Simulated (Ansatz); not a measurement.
A run on H₂O₃SW, SMILES `[O]=[W]([OH])([OH])=[S]` with other settings.

```yaml
crystal:
  periodic: [false, false, false]
  atoms:
    - {symbol: O, position_ang: [-1.205038, -1.425184, 0.516099]}
    - {symbol: W, position_ang: [-0.313773, -0.044914, 0.091900]}
    - {symbol: O, position_ang: [1.138481, 0.146647, 1.262845]}
    - {symbol: O, position_ang: [0.289336, -0.265952, -1.668814]}
    - {symbol: S, position_ang: [-1.559784, 1.684880, 0.230764]}
    - {symbol: H, position_ang: [1.400674, -0.516083, 1.906661]}
    - {symbol: H, position_ang: [0.250113, 0.420607, -2.339455]}
basis:
  gaussian: {orbitals: x2c-TZVPPall}
hamiltonian: {xc: {name: B2GP-PLYP}}
```

```sh
$ ansatz run in.yaml --threads 4 --pin off --events-out ev --progress --plain --max-ram 10444MiB
```

It prints (some lines left out):

```
Functional definition: B2GP-PLYP
1849 factors; integrals over basis functions are off by at most 5.8e-4 eV
mean field evaluation 1: about -456308.5487 eV, gradient 9.0e1 eV
mean field evaluation 2: about -456308.6849 eV, gradient 9.0e1 eV
mean field evaluation 4: about -456320.4013 eV, gradient 2.7e1 eV
mean field evaluation 8: about -456321.5315 eV, gradient 6.8e-1 eV
mean field evaluation 16: about -456321.5442 eV, gradient 2.9e-3 eV
mean field -456321.54424264 eV, -16769.5074450653 hartree, gradient 5.9e-6 eV, S^2 0.000000; 0 other end points of the search recorded, 0 dependent functions left out
31 core orbitals not correlated: weight in the atoms' cores, before any rotation towards them, 1.000 or more for the frozen orbitals, at most 0.000 for the correlated occupied ones
reference -456321.54437718 eV, -16769.5074500094 hartree; 27, 27 occupied and 202, 202 virtual orbitals, 1849 factors
second order -50.13334922 eV of doubles, -0.00000000 eV of singles
Total energy: -456339.59238290 eV, -16770.1707019862 hartree
Relativity: scalar
```

Hardware: 4 threads of an Arm Neoverse V1 on a shared host. Wall time 15 s, peak host memory 0.97 GiB.
